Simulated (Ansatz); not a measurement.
`Cc1ccc(C(C)(C)C)cc1` and `Cc1ccc(N)cc1` differ in one atom or group.

Ansatz, PBE0-D4/def2-TZVP geometries, multiplicity 1. Each molecule was computed in one conformer, which needn't be the lowest.

| property | `Cc1ccc(C(C)(C)C)cc1` |
| --- | --- |
| LUMO energy (B3LYP/def2-TZVPP) / eV | -0.26 |
| HOMO energy (PBE0/def2-TZVPP) / eV | -6.65 |
| HOMO energy (PBE/def2-TZVPP) / eV | -5.70 |
| LUMO energy (PBE/def2-TZVPP) / eV | -0.97 |
| HOMO–LUMO gap (PBE/def2-TZVPP) / eV | 4.72 |
| size of the dipole moment (PBE/def2-TZVPP) / D | 0.07 |

Task: What does the change do to each property? (Estimate.)

Result: The calculation gave: 
| property | `Cc1ccc(N)cc1` | shift |
| --- | --- | --- |
| LUMO energy (B3LYP/def2-TZVPP) / eV | -0.23 | 0.03 |
| HOMO energy (PBE0/def2-TZVPP) / eV | -5.73 | 0.92 |
| HOMO energy (PBE/def2-TZVPP) / eV | -4.73 | 0.97 |
| LUMO energy (PBE/def2-TZVPP) / eV | -0.91 | 0.06 |
| HOMO–LUMO gap (PBE/def2-TZVPP) / eV | 3.82 | -0.90 |
| size of the dipole moment (PBE/def2-TZVPP) / D | 1.45 | 1.38 |

Dipoles are sizes alone; their direction can turn.

Positive LUMOs are unbound, so they and the gaps depend on the basis.

B3LYP here is the variant with VWN-RPA as its local correlation; programs differ in this.
